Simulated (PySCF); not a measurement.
Correlation energy of Kr²⁺ (krypton, charge +2)

[Ar] 3d10 4s2 4p4, high-spin 3P determinant. Calculation: PySCF 2.14, in dyall-av2z (16s12p8d, 92 functions); the non-relativistic Hamiltonian (point nucleus). Frozen: [Ar] 3d10; 6 electrons correlated; the 39 highest virtual orbitals of each spin left out.

```
  level  correlation energy (mhartree)
   CCSD                        -102.28
    (T)                          -1.34
CCSD(T)                        -103.62
```

Diagnostics: T1 = 0.0062, D1 = 0.0208, largest double amplitude 0.043.

**Question.** Is a single reference adequate?

**Answer.** Yes, within this model without spin-orbit coupling: T1 lies below 0.03 and no double amplitude reaches 0.07.
